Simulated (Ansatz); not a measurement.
# Worked example: C4H7F + CuNH2 → C4H9N + CuF

Species: C4H7F `FC1CCC1`, singlet; CuNH2 `[NH2][Cu]`, singlet; C4H9N (cyclobutylamine) `NC1CCC1`, singlet; CuF, singlet. The partners trade F for NH2: C–F and Cu–NH2 bonds give way to C–NH2 and Cu–F.

Shapes, held fixed at every level: PBE0-D4/def2-TZVP. Flexible molecules stand in one conformer, not always the lowest. Programs: Ansatz 0.2.0. The zero-point and thermal change to 298 K, harmonic and unscaled (PBE0-D4/def2-TZVP), is +5.0 kJ/mol.

At wB97M-V/def2-TZVPP; 1 Eh = 2625.50 kJ/mol:

| species | energy (Eh) |
| --- | --- |
| C4H7F | -256.448578 |
| CuNH2 | -1696.364209 |
| C4H9N | -212.535753 |
| CuF | -1740.294626 |

Question: Work out ΔH(298 K) of the reaction at this level.

Answer: 
1. Products less reactants: (-212.535753) + (-1740.294626) − [(-256.448578) + (-1696.364209)] = -0.017592 Eh = -46.2 kJ/mol.
2. With the thermal change: -46.2 + (+5.0) = -41.2 kJ/mol.

Other levels give -76.4 (HF/def2-TZVPP) to -19.1 kJ/mol (PBE-D4/def2-TZVPP). No measured value is set beside it here.
